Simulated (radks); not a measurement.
Values are calculated unless marked as measured or tabulated.
Species: Te4+. Configuration: [Kr] 4d9.75 5s2 4f0.25 (fractional occupations, a model configuration). Level of theory: scalar-relativistic Kohn-Sham, HCTH/407, spin-polarised, spherical densities, finite nucleus; open shells are filled with parallel spins first (spin-orbit coupling, left out, can overturn this in heavy ions); Fermi nuclear charge, rms radius 4.7423 fm (a radial shooting solver on a logarithmic mesh with Libxc functionals).

Normalised radial functions P(r) = r R(r), r in bohr:

```
   r/bohr * 4f up (the largest magnitude, 0.618, reaches the edge; | marks zero)
 0.001988 *
 0.002296 *
  0.00263 *
 0.003038 *
 0.003508 *
 0.004052 *
 0.004679 *
 0.005404 *
 0.006241 *
 0.007208 *
 0.008324 *
 0.009613 *
   0.0111 *
  0.01282 *
  0.01469 *
  0.01696 *
  0.01959 *
  0.02263 *
  0.02613 *
  0.03018 *
  0.03485 *
  0.04025 *
  0.04648 *
  0.05368 *
    0.062 *
   0.0716 *
  0.08269 |*
  0.09474 |*
   0.1094 |*
   0.1264 | *
   0.1459 |  *
   0.1685 |   *
   0.1946 |     *
   0.2248 |       *
   0.2596 |          *
   0.2998 |             *
   0.3462 |                 *
   0.3999 |                     *
   0.4618 |                          *
   0.5333 |                               *
    0.611 |                                    *
   0.7057 |                                        *
    0.815 |                                            *
   0.9412 |                                                *
    1.087 |                                                  *
    1.255 |                                                    *
     1.45 |                                                      *
    1.674 |                                                      *
    1.934 |                                                     *
    2.233 |                                                   *
    2.579 |                                               *
    2.978 |                                         *
    3.412 |                                  *
    3.941 |                         *
    4.551 |                  *
    5.256 |           *
     6.07 |      *
     7.01 |  *
    8.096 |*
```

4f up: eigenvalue -21.740 eV, 0 radial nodes, <r> = 2.18 bohr, 90 % of the charge inside 3.66 bohr.
